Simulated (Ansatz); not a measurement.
These are r2SCAN-D4/def2-TZVP (Ansatz, a first-principles code) values and carry that method's errors. No frequencies were computed at this level.

Ansatz 0.2 input:
```yaml
crystal:
  periodic: [false, false, false]
  atoms:
    - { symbol: N, position_ang: [1.263427, 0.618304, 0.730619] }
    - { symbol: C, position_ang: [1.036812, -0.542867, 0.274705] }
    - { symbol: N, position_ang: [-0.063164, -0.791322, -0.47778] }
    - { symbol: C, position_ang: [-1.028789, 0.274968, -0.665612] }
    - { symbol: O, position_ang: [-1.50445, 0.79567, 0.531293] }
    - { symbol: H, position_ang: [2.143928, 0.719298, 1.221609] }
    - { symbol: H, position_ang: [1.681528, -1.423641, 0.400456] }
    - { symbol: H, position_ang: [-0.38694, -1.742716, -0.531186] }
    - { symbol: H, position_ang: [-1.885786, -0.118196, -1.216207] }
    - { symbol: H, position_ang: [-0.531302, 1.057669, -1.258996] }
    - { symbol: H, position_ang: [-0.725264, 1.152835, 0.9911] }
basis:
  gaussian: { orbitals: def2-tzvp }
hamiltonian:
  xc: r2scan
  dispersion: d4
relax:
  max_steps: 150
```

Output:

```
Functional definition: r2SCAN
1085 factors; their error is unknown
mean field evaluation 1: about -7185.8635 eV, gradient 7.8e1 eV
mean field evaluation 2: about -7168.6115 eV, gradient 1.2e2 eV
mean field evaluation 4: about -7197.0977 eV, gradient 1.3e1 eV
mean field evaluation 8: about -7197.4683 eV, gradient 2.6e-1 eV
mean field evaluation 16: about -7197.4351 eV, gradient 9.1e-3 eV
mean field -7197.43514039 eV, -264.5008628125 hartree, gradient 3.4e-5 eV, S^2 0.000000; 0 other end points of the search recorded, 0 dependent functions left out
reference -7197.43515081 eV, -264.5008631955 hartree; 20, 20 occupied and 171, 171 virtual orbitals, 1085 factors
relax step   1: F+E_penalty+E_count = -7197.48316604 eV  Δ(F+E_penalty+E_count) = +0.000e0 eV  max|allowed force component| = 9.619e-1 eV/Å  Δτ_max = 0.0000 Å  (32 SCF iters, accepted)
these checks for a lower state are left out or cut short: starts, cluster_reference, orbital_swaps, neighbouring_geometries, increment
1085 factors; their error is unknown
mean field -7197.45402441 eV, -264.5015567874 hartree, gradient 1.8e-5 eV, S^2 0.000000; 0 other end points of the search recorded, 0 dependent functions left out
reference -7197.45403482 eV, -264.5015571702 hartree; 20, 20 occupied and 171, 171 virtual orbitals, 1085 factors
relax step   2: F+E_penalty+E_count = -7197.50196825 eV  Δ(F+E_penalty+E_count) = -1.880e-2 eV  max|allowed force component| = 4.324e-1 eV/Å  Δτ_max = 0.0322 Å  (33 SCF iters, accepted)
these checks for a lower state are left out or cut short: starts, cluster_reference, orbital_swaps, neighbouring_geometries, increment
1085 factors; their error is unknown
mean field evaluation 32: about -7197.4604 eV, gradient 2.9e-4 eV
mean field -7197.46037006 eV, -264.5017899858 hartree, gradient 1.9e-5 eV, S^2 0.000000; 0 other end points of the search recorded, 0 dependent functions left out
reference -7197.46038047 eV, -264.5017903682 hartree; 20, 20 occupied and 171, 171 virtual orbitals, 1085 factors
relax step   3: F+E_penalty+E_count = -7197.50824980 eV  Δ(F+E_penalty+E_count) = -6.282e-3 eV  max|allowed force component| = 1.356e-1 eV/Å  Δτ_max = 0.0396 Å  (33 SCF iters, accepted)
these checks for a lower state are left out or cut short: starts, cluster_reference, orbital_swaps, neighbouring_geometries, increment
1085 factors; their error is unknown
mean field -7197.46100959 eV, -264.5018134880 hartree, gradient 2.0e-5 eV, S^2 0.000000; 0 other end points of the search recorded, 0 dependent functions left out
reference -7197.46101996 eV, -264.5018138691 hartree; 20, 20 occupied and 171, 171 virtual orbitals, 1085 factors
relax step   4: F+E_penalty+E_count = -7197.50893480 eV  Δ(F+E_penalty+E_count) = -6.850e-4 eV  max|allowed force component| = 1.128e-1 eV/Å  Δτ_max = 0.0426 Å  (34 SCF iters, accepted)
these checks for a lower state are left out or cut short: starts, cluster_reference, orbital_swaps, neighbouring_geometries, increment
1085 factors; their error is unknown
mean field -7197.46314548 eV, -264.5018919806 hartree, gradient 1.9e-5 eV, S^2 0.000000; 0 other end points of the search recorded, 0 dependent functions left out
reference -7197.46315587 eV, -264.5018923624 hartree; 20, 20 occupied and 171, 171 virtual orbitals, 1085 factors
relax step   5: F+E_penalty+E_count = -7197.51104750 eV  Δ(F+E_penalty+E_count) = -2.113e-3 eV  max|allowed force component| = 3.975e-2 eV/Å  Δτ_max = 0.0242 Å  (34 SCF iters, accepted)
these checks for a lower state are left out or cut short: starts, cluster_reference, orbital_swaps, neighbouring_geometries, increment
1085 factors; their error is unknown
mean field -7197.46331219 eV, -264.5018981073 hartree, gradient 1.9e-5 eV, S^2 0.000000; 0 other end points of the search recorded, 0 dependent functions left out
reference -7197.46332258 eV, -264.5018984891 hartree; 20, 20 occupied and 171, 171 virtual orbitals, 1085 factors
relax step   6: F+E_penalty+E_count = -7197.51121378 eV  Δ(F+E_penalty+E_count) = -1.663e-4 eV  max|allowed force component| = 1.798e-2 eV/Å  Δτ_max = 0.0026 Å  (33 SCF iters, accepted)
these checks for a lower state are left out or cut short: starts, cluster_reference, orbital_swaps, neighbouring_geometries, increment
1085 factors; their error is unknown
mean field -7197.46336405 eV, -264.5019000129 hartree, gradient 1.9e-5 eV, S^2 0.000000; 0 other end points of the search recorded, 0 dependent functions left out
reference -7197.46337444 eV, -264.5019003949 hartree; 20, 20 occupied and 171, 171 virtual orbitals, 1085 factors
relax step   7: F+E_penalty+E_count = -7197.51125693 eV  Δ(F+E_penalty+E_count) = -4.315e-5 eV  max|allowed force component| = 1.696e-2 eV/Å  Δτ_max = 0.0120 Å  (34 SCF iters, accepted)
these checks for a lower state are left out or cut short: starts, cluster_reference, orbital_swaps, neighbouring_geometries, increment
1085 factors; their error is unknown
mean field evaluation 64: about -7197.4952 eV, gradient 6.1e-1 eV
mean field -7197.46337955 eV, -264.5019005824 hartree, gradient 1.9e-5 eV, S^2 0.000000; 0 other end points of the search recorded, 0 dependent functions left out
reference -7197.46338994 eV, -264.5019009643 hartree; 20, 20 occupied and 171, 171 virtual orbitals, 1085 factors
relax step   8: F+E_penalty+E_count = -7197.51127038 eV  Δ(F+E_penalty+E_count) = -1.346e-5 eV  max|allowed force component| = 1.071e-2 eV/Å  Δτ_max = 0.0032 Å  (35 SCF iters, accepted)
these checks for a lower state are left out or cut short: starts, cluster_reference, orbital_swaps, neighbouring_geometries, increment
1085 factors; their error is unknown
mean field -7197.46338905 eV, -264.5019009317 hartree, gradient 1.9e-5 eV, S^2 0.000000; 0 other end points of the search recorded, 0 dependent functions left out
reference -7197.46339944 eV, -264.5019013136 hartree; 20, 20 occupied and 171, 171 virtual orbitals, 1085 factors
relax step   9: F+E_penalty+E_count = -7197.51128191 eV  Δ(F+E_penalty+E_count) = -1.153e-5 eV  max|allowed force component| = 4.792e-3 eV/Å  Δτ_max = 0.0021 Å  (36 SCF iters, accepted)
1085 factors; their error is unknown
mean field evaluation 96: about -7197.4634 eV, gradient 5.5e-2 eV
mean field -7197.46338905 eV, -264.5019009317 hartree, gradient 1.9e-5 eV, S^2 0.000000; 1 other end points of the search recorded, 0 dependent functions left out
reference -7197.46339944 eV, -264.5019013136 hartree; 20, 20 occupied and 171, 171 virtual orbitals, 1085 factors
Total energy: -7197.51129230 eV, -264.5036613437 hartree
Atom 0 at     1.298177     0.642308     0.702112 Å, force    -0.000545    -0.001211     0.001377 eV/Å
Atom 1 at     1.047915    -0.535922     0.265996 Å, force     0.000591     0.002083     0.002360 eV/Å
Atom 2 at    -0.061408    -0.790316    -0.481252 Å, force    -0.001642     0.000967    -0.002831 eV/Å
Atom 3 at    -1.027833     0.278945    -0.665216 Å, force     0.002301    -0.004792     0.001884 eV/Å
Atom 4 at    -1.558929     0.765872     0.540312 Å, force    -0.000701     0.001334     0.000750 eV/Å
Atom 5 at     2.191897     0.665186     1.183066 Å, force     0.000360     0.000158    -0.002256 eV/Å
Atom 6 at     1.681034    -1.415916     0.429423 Å, force    -0.000677    -0.000682     0.000410 eV/Å
Atom 7 at    -0.394536    -1.741191    -0.493793 Å, force     0.000590     0.002099    -0.000484 eV/Å
Atom 8 at    -1.857068    -0.110320    -1.255749 Å, force    -0.000468     0.000563    -0.000284 eV/Å
Atom 9 at    -0.521575     1.076759    -1.219938 Å, force     0.000334     0.000050     0.000026 eV/Å
Atom 10 at    -0.797674     1.164597     0.995040 Å, force    -0.000143    -0.000568    -0.000951 eV/Å
Dipole moment:     0.280585    -0.525386    -0.138503 e Å
```

Cost: around 70 core-seconds (rough).
